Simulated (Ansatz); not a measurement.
Basis-set extrapolation for `C[SiH](Cl)[NH][AlH2]` (PBE0-D4/def2-TZVP geometry, frozen core, the Gaussian-basis code of Ansatz). Multiplicity 1, RHF reference.

```json
{"": "HF", "def2-TZVPP": "-1086.948915", "def2-QZVPP": "-1086.983081"}
{"": "MP2 correlation", "def2-TZVPP": "-0.780640", "def2-QZVPP": "-0.842158"}
{"": "CCSD(T) correlation", "def2-TZVPP": "-0.872456", "def2-QZVPP": "not run"}
```

Energies in hartree. Use E(X) = E(∞) + A·exp(−7.88·√X) for Hartree–Fock and E(X) = E(∞) + B·X^(−2.97) for correlation, with X = 3 and 4, and add CCSD(T) minus MP2 of the smaller set to the MP2 limit.

Task: What is the CCSD(T) energy at the basis-set limit?

Result: HF limit: -1086.983081 + (-0.034166) × 0.13774 = -1086.98779. MP2 limit: -0.842158 + (-0.061518) × 0.74074 = -0.88773. Higher-order term: -0.872456 − (-0.780640) = -0.09182. Total: -1087.96734 hartree, 3.97 eV below CCSD(T)/def2-TZVPP.
